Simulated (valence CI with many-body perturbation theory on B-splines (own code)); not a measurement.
## Forbidden lines of Ag²⁵⁺

Calculated by valence CI with perturbative core correlation (CI+MBPT): four valence electrons over a frozen Dirac-Fock core [Ar], a basis of 7 s, 7 p, 8 d, 6 f, 4 g, 1 h functions for each j, with the one-electron correlation potential Σ1, the two-electron term Σ2, the three-electron term Σ3, Breit, model QED; selected CI, second order for the rest, scaled by the run's own slope (own B-spline code, finite nucleus).

No measured levels were compared; by estimate terms of the open shell hold to 2 to 4 % of their energy, and close levels can change places. Only levels of the ground parity were solved; by the run's estimate the other parity begins above the list, which can be wrong where configurations are misplaced.

Lines 51 to 100 of 120 in falling wavelength, among levels below 535270 cm⁻¹, chosen from the decays that carry over 1 % of a level's rate. Wavelengths and rates use the calculated energies, so an error of 3000 cm⁻¹ moves a line at 132.3 nm by 4 % and its rate by three times that or more. S is in atomic units (e²a₀⁴ for E2 and M2, e²a₀⁶ for E3), for M1 in squared Bohr magnetons. Weak lines are less certain than strong ones. Lines between different terms over intervals too small for the method are left out, as are lines whose strength nearly cancels.

Names give the largest LS component (configuration and term), which can be under half, so a name can repeat, a term be missing and a line seem to break the LS rules; names also repeat where a configuration has a term twice. Letters in brackets count levels of one name in rising energy.

| λ vac (nm) | Upper | Lower | Type | A (s⁻¹) | S (a.u.) |
| --- | --- | --- | --- | --- | --- |
| 135.9 | 3d4 3P_2 [c] | 3d4 3P_2 [a] | M1 | 1.79e+03 | 8.33e-01 |
| 132.3 | 3d4 3D_1 | 3d4 3P_1 [a] | M1 | 2.59e+03 | 6.67e-01 |
| 128.1 | 3d4 1I_6 | 3d4 3H_5 | M1 | 2.26e+03 | 2.29e+00 |
| 126.2 | 3d4 3P_0 [a] | 3d4 5D_1 | M1 | 1.34e+04 | 9.96e-01 |
| 126.1 | 3d4 1G_4 [a] | 3d4 3G_4 | M1 | 1.51e+02 | 1.01e-01 |
| 124.2 | 3d4 3D_1 | 3d4 3F_2 [a] | M1 | 2.37e+03 | 5.06e-01 |
| 123.9 | 3d4 3P_2 [b] | 3d4 3D_2 | M1 | 1.64e+03 | 5.80e-01 |
| 120.4 | 3d4 1F_3 | 3d4 3F_3 [a] | M1 | 1.50e+03 | 6.78e-01 |
| 114.9 | 3d4 3G_3 | 3d4 5D_2 | M1 | 1.44e+03 | 5.66e-01 |
| 110.4 | 3d4 3F_4 [b] | 3d4 3G_5 | M1 | 1.47e+03 | 6.61e-01 |
| 109.6 | 3d4 3F_2 [a] | 3d4 5D_2 | M1 | 2.37e+03 | 5.78e-01 |
| 109.4 | 3d4 1F_3 | 3d4 3D_2 | M1 | 1.24e+03 | 4.19e-01 |
| 104.5 | 3d4 3F_2 [b] | 3d4 3D_1 | M1 | 2.12e+03 | 4.49e-01 |
| 104.5 | 3d4 3G_4 | 3d4 5D_4 | M1 | 7.89e+01 | 3.01e-02 |
| 104.0 | 3d4 3P_1 [a] | 3d4 5D_2 | M1 | 7.91e+03 | 9.89e-01 |
| 103.9 | 3d4 3G_5 | 3d4 3H_4 | M1 | 1.96e+02 | 8.97e-02 |
| 102.8 | 3d4 1F_3 | 3d4 3G_4 | M1 | 1.06e+03 | 2.98e-01 |
| 100.1 | 3d4 3P_2 [c] | 3d4 3F_3 [a] | M1 | 7.73e+01 | 1.44e-02 |
| 98.75 | 3d4 1S_0 [a] | 3d4 3P_1 [a] | M1 | 1.13e+04 | 4.03e-01 |
| 97.48 | 3d4 3F_4 [b] | 3d4 3F_3 [b] | M1 | 4.24e+03 | 1.31e+00 |
| 95.03 | 3d4 1G_4 [a] | 3d4 3H_5 | M1 | 5.91e+02 | 1.69e-01 |
| 93.54 | 3d4 3F_2 [b] | 3d4 3P_2 [a] | M1 | 2.00e+03 | 3.03e-01 |
| 93.26 | 3d4 3F_4 [a] | 3d4 5D_4 | M1 | 1.46e+03 | 3.96e-01 |
| 91.11 | 3d4 3D_2 | 3d4 5D_3 | M1 | 4.17e+02 | 5.85e-02 |
| 91.03 | 3d4 3F_3 [a] | 3d4 5D_4 | M1 | 2.98e+03 | 5.84e-01 |
| 90.65 | 3d4 3P_2 [b] | 3d4 3P_1 [a] | M1 | 1.28e+03 | 1.77e-01 |
| 89.06 | 3d4 1G_4 [a] | 3d4 3G_3 | M1 | 5.35e+02 | 1.26e-01 |
| 88.19 | 3d4 3F_2 [a] | 3d4 5D_1 | M1 | 3.35e+03 | 4.25e-01 |
| 87.22 | 3d4 3D_1 | 3d4 3P_0 [a] | M1 | 4.83e+03 | 3.56e-01 |
| 86.76 | 3d4 3P_2 [b] | 3d4 3F_2 [a] | M1 | 4.25e+02 | 5.14e-02 |
| 86.57 | 3d4 3F_4 [a] | 3d4 5D_3 | M1 | 1.78e+03 | 3.85e-01 |
| 85.09 | 3d4 3F_2 [b] | 3d4 3F_3 [b] | M1 | 2.39e+03 | 2.73e-01 |
| 84.64 | 3d4 3F_3 [a] | 3d4 5D_3 | M1 | 1.63e+02 | 2.56e-02 |
| 83.69 | 3d4 3P_2 [b] | 3d4 3G_3 | M1 | 2.07e+03 | 2.25e-01 |
| 82.72 | 3d4 3F_4 [b] | 3d4 3F_4 [a] | M1 | 5.62e+03 | 1.06e+00 |
| 79.66 | 3d4 3F_3 [b] | 3d4 5D_4 | M1 | 2.21e+02 | 2.89e-02 |
| 76.78 | 3d4 1F_3 | 3d4 3G_3 | M1 | 1.14e+03 | 1.34e-01 |
| 75.50 | 3d4 3F_4 [b] | 3d4 3G_4 | M1 | 2.43e+03 | 3.49e-01 |
| 75.07 | 3d4 3F_2 [b] | 3d4 3F_3 [a] | M1 | 3.11e+03 | 2.44e-01 |
| 74.82 | 3d4 1G_4 [a] | 3d4 3H_4 | M1 | 6.45e+02 | 9.01e-02 |
| 74.72 | 3d4 3F_3 [b] | 3d4 5D_3 | M1 | 1.84e+03 | 2.00e-01 |
| 74.51 | 3d4 3F_3 [a] | 3d4 5D_2 | M1 | 7.52e+01 | 8.08e-03 |
| 73.03 | 3d4 3F_3 [c] | 3d4 3F_4 [a] | M1 | 8.83e+02 | 8.92e-02 |
| 72.71 | 3d4 3G_5 | 3d4 5D_4 | M1 | 2.60e+02 | 4.07e-02 |
| 72.52 | 3d4 3P_2 [c] | 3d4 3P_1 [a] | M1 | 1.40e+03 | 9.93e-02 |
| 70.62 | 3d4 3F_2 [b] | 3d4 3D_2 | M1 | 5.79e+02 | 3.78e-02 |
| 70.00 | 3d4 3P_2 [c] | 3d4 3F_2 [a] | M1 | 8.31e+01 | 5.28e-03 |
| 69.23 | 3d4 3P_2 [a] | 3d4 5D_3 | M1 | 8.36e+03 | 5.14e-01 |
| 67.99 | 3d4 3P_2 [c] | 3d4 3G_3 | M1 | 1.57e+03 | 9.14e-02 |
| 67.58 | 3d4 3D_2 | 3d4 5D_1 | M1 | 6.78e+02 | 3.88e-02 |
